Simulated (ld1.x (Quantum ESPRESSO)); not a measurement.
**Before and after: PAW potential for manganese (Mn)**

* Element: manganese (Mn)
* Generator: ld1.x (Quantum ESPRESSO) 7.5
* Type: PAW
* Functional: PBE
* Relativity: scalar-relativistic
* Frozen core: [Ne] 3s2
* Valence charge: 13
* Reference configuration: 3p6 3d5 4s1 4p0 (charge +1)
* Partial waves: 4s (bound): rcut 2.10, rcutus 2.45 bohr; 4s channel at 0.05 Ry: rcut 2.10, rcutus 2.45 bohr; 3p (bound): rcut 1.25, rcutus 1.55 bohr; 4p (bound, empty): rcut 1.25, rcutus 1.55 bohr; 3d (bound): rcut 1.10, rcutus 1.30 bohr; 3d channel at -0.55 Ry: rcut 1.10, rcutus 1.30 bohr
* Local potential: all-electron potential smoothed inside 1.10 bohr (lloc = -2)
* Core correction: Bessel-smoothed model core inside 0.85 bohr
* Augmentation charge: BESSEL, radius 0.80 bohr

Change: core correction a·sin(br)/r model core, default radius (ld1.x builds one for every PAW set, though the input has nlcc=.false.).

Cutoffs: the cutoffs (Ry, on a coarse ladder) from which the occupation-weighted sum of valence levels, in a spherical-Bessel basis at the reference potential, stays within 10 and 1 mRy of its value at 400 Ry; they do not see the model core or the augmentation charge, which bear on the density cutoff. Errors are all-electron minus pseudo energies relative to the spin-unpolarised reference configuration.

Task: What does the change do?

Result: The potential gets neither clearly harder nor softer (60 Ry and 110 Ry → 60 Ry and 110 Ry); both files keep a bound ghost (s); of the 7 tests that both files solve, the error grows in 7 and shrinks in 0 by more than 15 % and 0.3 meV (median size 3.4 → 4.7 meV). A model core, the more so a compact one, raises the density cutoff, which this test does not measure.

```csv
quantity,base,changed
"cutoff, loose",60 Ry,60 Ry
"cutoff, tight",110 Ry,110 Ry
bound ghosts,s,s
"error for 3p6 3d5 4s2 4p0, meV [ΔE -8.42 eV]",+0.9,+1.6
"error for 3p6 3d5 4s0 4p0, meV [ΔE 15.60 eV]",+4.5,+8.7
"error for 3p6 3d4 4s0 4p0, meV [ΔE 48.12 eV]",-52,-66
"error for 3p6 3d6 4s0 4p0, meV [ΔE -1.60 eV]",-3.4,-4.7
"error for 3p6 3d5 4s1.5 4p0, meV [ΔE -5.06 eV]",+0.8,+1.1
"error for 3p6 3d5 4s0 4p1, meV [ΔE 4.74 eV]",+3.4,+4.7
"error for 3p6 3d5.5 4s1.5 4p0, meV [ΔE -8.90 eV]",-1.6,-2.2
s: phases at 2.65 bohr within 0.05 rad from the reference energy up to (Ry; the scan ends near 5),3.9,3.9
p: phases at 2.65 bohr within 0.05 rad from the reference energy up to (Ry; the scan ends near 5),4.1,4.1
d: phases at 2.65 bohr within 0.05 rad from the reference energy up to (Ry; the scan ends near 5),to the end of the scan,to the end of the scan
lowest overlap eigenvalue by channel,"s 0.29, p 0.14, d 0.92","s 0.29, p 0.14, d 0.92"
```

 A true bound ghost makes a file unfit for plane-wave use even where its test errors are small: the radial tests pick states by their node count and pass the ghost by.
